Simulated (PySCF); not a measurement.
Telling isomers of C₇H₉FO₂ apart by NMR

Single conformer, relativity neglected, averaged over atoms made equivalent by symmetry, fast rotation or ring inversion, no solvent model. Geometry: GFN2-xTB; NMR shieldings at PBE0/pcSseg-1/GIAO; PySCF.

δ = σ(ref) − σ, references computed at the same level: ¹H (31.72 ppm) and ¹³C (186.93 ppm) vs TMS. Splittings of carbon signals by F and P are missing where no couplings were computed. Where no couplings were computed, multiplicities follow the n + 1 count of equivalent neighbours, and m marks all less simple cases (inequivalent or close neighbours, rings, F or P nearby). Shifts are as computed. Against solution values, carbons near 30 ppm lie about +3 ppm off and those near 130 ppm about +5 ppm. Of 1211 compounds with measured shifts, 218 miss one by over three times the rms of a fit or turn the order of signals round; such compounds aren't used in these exercises.

(1) Tabulate the signals of `CCC1=C(CF)OC=CO1`, `C=C[C@@]1(OC)C[C@H]1C(=O)F`, `CC=C=C[C@@H](F)OC(C)=O` and their relative energies.

(2) What is the quickest way to tell C=C[C@@]1(OC)C[C@H]1C(=O)F from CC=C=C[C@@H](F)OC(C)=O?

(3) What is the quickest way to tell CCC1=C(CF)OC=CO1 from C=C[C@@]1(OC)C[C@H]1C(=O)F?

(4) What is the quickest way to tell CCC1=C(CF)OC=CO1 from CC=C=C[C@@H](F)OC(C)=O?

## Answers

(1) 
```tsv
SMILES	carbon types	δC	δH	E rel. (kcal/mol)
CCC1=C(CF)OC=CO1	2×C 2×CH 2×CH2 1×CH3	151.9, 136.2, 135.5, 133.6, 84.9, 28.4, 16.6	5.63 (m, 1H), 5.62 (m, 1H), 5.03 (m, 2H), 1.90 (q, 2H), 1.21 (t, 3H)	18.3
C=C[C@@]1(OC)C[C@H]1C(=O)F	2×C 2×CH 2×CH2 1×CH3	172.1, 140.9, 125.5, 74.4, 56.5, 32.4, 27.4	6.07 (m, 1H), 6.00 (m, 1H), 5.88 (m, 1H), 3.42 (s, 3H), 2.34 (m, 1H), 1.75 (m, 1H), 1.39 (m, 1H)	5.7
CC=C=C[C@@H](F)OC(C)=O	2×C 3×CH 2×CH3	219.1, 174.4, 106.7, 96.4, 93.6, 23.3, 17.7	7.13 (m, 1H), 5.62 (m, 1H), 5.60 (m, 1H), 2.21 (s, 3H), 1.91 (m, 3H)	0.0
```

Energies are electronic energies at PBE0/pcSseg-1 on these geometries, without zero-point or thermal terms, each for the one conformer computed, which needn't be the lowest.

(2) Both give the same number of carbon signals, but DEPT or the intensities differ. The first has a terminal =CH2 carbon at 125.5 ppm, the second a terminal carbon of a cumulated C=C=C unit (CH) at 93.6 ppm. Their most deshielded carbons lie at 172.1 and 219.1 ppm. In the proton spectra the most deshielded non-exchanging signals are 6.07 (m, 1H) and 7.13 (m, 1H).

(3) Both give the same number of carbon signals, with the same numbers of each carbon type, so the positions decide. The first has an allylic sp3 CH2 bonded to F at 84.9 ppm, the second a three-membered-ring carbon (C) at 74.4 ppm. Their most deshielded carbons lie at 151.9 and 172.1 ppm. In the proton spectra the most deshielded non-exchanging signals are 5.63 (m, 1H) and 6.07 (m, 1H).

(4) Both give the same number of carbon signals, but DEPT or the intensities differ. The first has an allylic sp3 CH2 bonded to F at 84.9 ppm, the second a central carbon of an allene (C) at 219.1 ppm. Their most deshielded carbons lie at 151.9 and 219.1 ppm. In the proton spectra the most deshielded non-exchanging signals are 5.63 (m, 1H) and 7.13 (m, 1H).
